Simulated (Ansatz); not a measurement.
Cost and result for the atomization energy of BrH₃OSiSn, SMILES `[SiH3][O][Sn][Br]` (7 atoms, 6 bonds).

The species carries charge 0 and has multiplicity 1. Correlated methods include outer-core shells of Br, Sn, which these sets cover unevenly. Scalar relativity is left out up to krypton. Sn takes the def2 core potential. The structure was optimised at the PBE0-D4/def2-TZVP level. It is one conformer, not always the lowest. Program: Ansatz. All runs use 4 threads of an Arm Neoverse V1 on a shared host. Times are those of one run each, without the atoms' runs, and a repeat can differ threefold. Electronic energies, without spin–orbit coupling; frozen cores. CCSD(T)/CBS adds CCSD(T) − MP2 in def2-TZVPP to the MP2 limit, and its time is that of the two runs behind it. T1 = 0.014. With those shells the extrapolation isn't a true limit. B3LYP takes the VWN-RPA correlation (the form of Gaussian; ORCA's B3LYP/G).

CCSD(T)/CBS is a level of theory with its own doubt, some kJ/mol a heavy atom from the limit and from the frozen cores, so smaller differences don't rank the functionals.

| level | functions | wall time |
| --- | --- | --- |
| BLYP-D4/def2-TZVPP | 213 | 1.9 s |
| revPBE-D4/def2-TZVPP | 213 | 2 s |
| PBE0-D4/def2-TZVPP | 213 | 3.5 s |
| BHLYP-D4/def2-TZVPP | 213 | 3.6 s |
| B3LYP-D4/def2-TZVPP (with forces) | 213 | 5 s |
| r2SCAN-D4/def2-TZVPP (with forces) | 213 | 5.5 s |
| r2SCANh-D4/def2-TZVPP | 213 | 5.5 s |
| B2PLYP/def2-TZVPP | 213 | 6 s |
| CCSD(T)/def2-SVP | 105 | 7 s |
| ωB97X-V/def2-TZVPP | 213 | 9 s |
| MP2/def2-QZVPP | 388 | 17 s |
| CCSD(T)/def2-TZVPP | 213 | 2.6 min |
| CCSD(T)/CBS(def2) | – | 2.9 min |

(1) What atomization energy does each give, and how far from CCSD(T)/CBS? (Best estimate.)

Answers

(1) Computed: 
```tsv
level	atomization (kJ/mol)	difference from CCSD(T)/CBS	per bond
BLYP-D4/def2-TZVPP	2184.4	-30.5	-5.1
revPBE-D4/def2-TZVPP	2136.2	-78.7	-13.1
PBE0-D4/def2-TZVPP	2145.4	-69.5	-11.6
BHLYP-D4/def2-TZVPP	2119.2	-95.7	-16.0
B3LYP-D4/def2-TZVPP (with forces)	2179.1	-35.8	-6.0
r2SCAN-D4/def2-TZVPP (with forces)	2188.6	-26.3	-4.4
r2SCANh-D4/def2-TZVPP	2167.5	-47.4	-7.9
B2PLYP/def2-TZVPP	2153.4	-61.5	-10.3
CCSD(T)/def2-SVP	1987.2	-227.7	-37.9
ωB97X-V/def2-TZVPP	2198.6	-16.3	-2.7
MP2/def2-QZVPP	2217.7	2.8	0.5
CCSD(T)/def2-TZVPP	2122.4	-92.5	-15.4
CCSD(T)/CBS(def2)	2214.9	0.0	0.0
```

From PBE to PBE0 (25 % exact exchange), in def2-TZVPP and without D4, the atomization energy moves by −43.7 kJ/mol: exact exchange takes away binding that semilocal exchange gives to molecules. Leaving LDA and LC-ωPBE aside and taking each functional with its dispersion term where it has one, the values, not all of them listed here, spread over 83.9 kJ/mol, from BHLYP-D4 to B97M-V. LDA lies +304.6 kJ/mol from PBE without D4, its usual overbinding. The D4 term adds +34.9 kJ/mol with B3LYP and +18.2 kJ/mol with PBE0; it sums over pairs of atoms, weighted by their polarisabilities, and B3LYP, whose exchange is more repulsive, gets the larger term.

Spin–orbit coupling would lower the free Sn atoms strongly, and the atomization energy with them, by more than many differences here. For some Ge, Se and Sn compounds the MP2-based and the directly extrapolated limit differ by 10 to 25 kJ/mol.
